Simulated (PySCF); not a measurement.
# MBr anions for M along group 15

HF with triple-zeta basis sets in PySCF, for the lowest determinant that a PBE0 search found; no spin–orbit coupling. De refers to high-spin ground-configuration atoms (the charge goes to the atom of lower measured ionisation energy or higher electron affinity, which is not always the lowest computed limit). A positive dipole points towards Br; it is taken about the centre of mass and depends on that origin.

```json
{"M": "P", "basis": "def2-TZVPPD", "reference": "UHF", "charged atom": "Br−", "state (unpaired electrons)": "doublet (π ↑)", "Re (Å)": "2.375", "ωe (cm⁻¹)": "300", "De (eV)": "n/a", "μ (D)": "3.41"}
{"M": "As", "basis": "def2-TZVPPD", "reference": "UHF", "charged atom": "Br−", "state (unpaired electrons)": "doublet (π ↑)", "Re (Å)": "2.497", "ωe (cm⁻¹)": "217", "De (eV)": "n/a", "μ (D)": "0.76"}
{"M": "Sb", "basis": "def2-TZVPPD", "reference": "UHF", "charged atom": "Br−", "state (unpaired electrons)": "doublet (π ↑)", "Re (Å)": "2.687", "ωe (cm⁻¹)": "183", "De (eV)": "n/a", "μ (D)": "-0.54"}
```

The shortest bond is that of PBr⁻ (2.375 Å), the longest that of SbBr⁻ (2.687 Å).

Down a group the atoms grow and get heavier, so bonds lengthen and wavenumbers fall; this series shows no clear exception.

Spin–orbit coupling is left out, which matters for elements this heavy, above all for dissociation energies. Hartree–Fock leaves out correlation, which carries a large part of most bond energies and some tenths to 1 eV of ionisation energies. States were picked by a PBE0 search and need not be the measured ground states.
